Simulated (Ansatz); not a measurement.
Basis-set series for C$_{2}$H$_{7}$ClN$_{2}$OW (`C[N]=[W]([OH])([Cl])=[N]C`). Charge 0, multiplicity 1. W takes the def2 core potential. The geometry is a stationary point of PBE0-D4/def2-TZVP. It is one conformer, not always the lowest.

```xyz
14

C    -1.407   -0.885    1.713
N    -1.208   -0.683    0.324
W    -0.411   -0.252   -1.168
O    -1.447    1.082   -2.047
Cl   -0.082   -2.190   -2.366
N     1.153    0.442   -0.830
C     2.302    0.924   -0.158
H    -0.565   -0.512    2.305
H    -1.528   -1.953    1.923
H    -2.317   -0.375    2.047
H    -2.361    1.231   -1.799
H     3.193    0.392   -0.510
H     2.230    0.787    0.926
H     2.448    1.991   -0.362
```

```tsv
functional	basis	functions	energy (Eh)	HOMO (eV)	LUMO (eV)
PBE0-D4	def2-SVP	155	-791.79515	-7.03	-0.96
PBE0-D4	def2-TZVPP	351	-792.28357	-7.07	-1.11
ωB97M-V	def2-SVP	155	-792.00933	-9.19	1.08
ωB97M-V	def2-TZVPP	351	-792.50874	-9.24	0.92
```

Problem. Give the rows for def2-QZVPP. (Estimate.)

Solution. Ansatz gave: 
```json
{"functional": "PBE0-D4", "basis": "def2-QZVPP", "functions": "646", "energy (Eh)": "-792.31277", "HOMO (eV)": "-7.09", "LUMO (eV)": "-1.15"}
{"functional": "ωB97M-V", "basis": "def2-QZVPP", "functions": "646", "energy (Eh)": "-792.53678", "HOMO (eV)": "-9.27", "LUMO (eV)": "0.70"}
```

Positive LUMOs are unbound and depend on the basis.
